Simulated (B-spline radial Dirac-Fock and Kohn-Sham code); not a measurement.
How the binding energies of Au⁴³⁺ add up

System: Au⁴³⁺, [Ar] 3d10 4s2 4p6; nuclear rms radius 5.4371 fm (A = 197).

These are calculated numbers from a B-spline atomic structure program; the model is relaxed Dirac-Fock hole states (ΔSCF) with Breit and QED corrections and a finite nucleus. Electron correlation is not included. Energies are counted from the vacuum level.

All terms are in eV, carry their sign (relaxation lowers the binding energy) and add up to the binding energy; ⟨r⟩ is the mean radius of the orbital in the initial state.

| subshell | −ε (Koopmans) | relaxation | Gaunt | retardation | self-energy | vacuum polarisation | binding energy | ⟨r⟩ (bohr) |
| --- | --- | --- | --- | --- | --- | --- | --- | --- |
| K | 83328.9 | -59.69 | -317.32 | 29.94 | -188.78 | 38.58 | 82831.6 | 0.017 |
| L1 | 16551.6 | -23.85 | -36.61 | 2.76 | -28.13 | 5.42 | 16471.2 | 0.070 |
| L2 | 15930.4 | -28.38 | -61.17 | 6.33 | -0.71 | 0.32 | 15846.8 | 0.058 |
| L3 | 14089.7 | -24.87 | -41.53 | 8.94 | -2.23 | -0.19 | 14029.9 | 0.066 |
| M1 | 5480.2 | -5.44 | -7.57 | 0.60 | -6.69 | 1.26 | 5462.3 | 0.180 |
| M2 | 5207.4 | -6.22 | -12.51 | 1.19 | -0.30 | 0.08 | 5189.7 | 0.171 |
| M3 | 4782.5 | -5.27 | -8.34 | 1.88 | -0.57 | -0.06 | 4770.1 | 0.185 |
| M4 | 4341.6 | -7.06 | -5.75 | 0.55 | 0.49 | -0.06 | 4329.7 | 0.162 |
| M5 | 4250.7 | -6.64 | -4.10 | 0.60 | 0.25 | -0.06 | 4240.7 | 0.166 |
| N1 | 2527.0 | -0.69 | -2.44 | 0.25 | -2.11 | 0.40 | 2522.4 | 0.367 |
| N2 | 2398.5 | -0.78 | -3.89 | 0.42 | -0.09 | 0.03 | 2394.2 | 0.363 |
| N3 | 2264.2 | -0.66 | -2.63 | 0.66 | -0.18 | -0.02 | 2261.4 | 0.385 |

For the deepest level, K (1s), the Breit terms make up -0.347 % of the binding energy, QED -0.181 % and orbital relaxation -0.072 %.

Spin-orbit splittings: 2p 1816.9 eV, 3p 419.6 eV, 3d 89.03 eV, 4p 132.8 eV.

Going to the tabulated ground configuration of the next ion removes an electron from N3 (4p3/2), computed at 2261.4 eV. NIST lists 2261 ± 4 eV as the ionisation energy of this species (theoretical), -0.38 eV from the computed value, within the stated uncertainty.
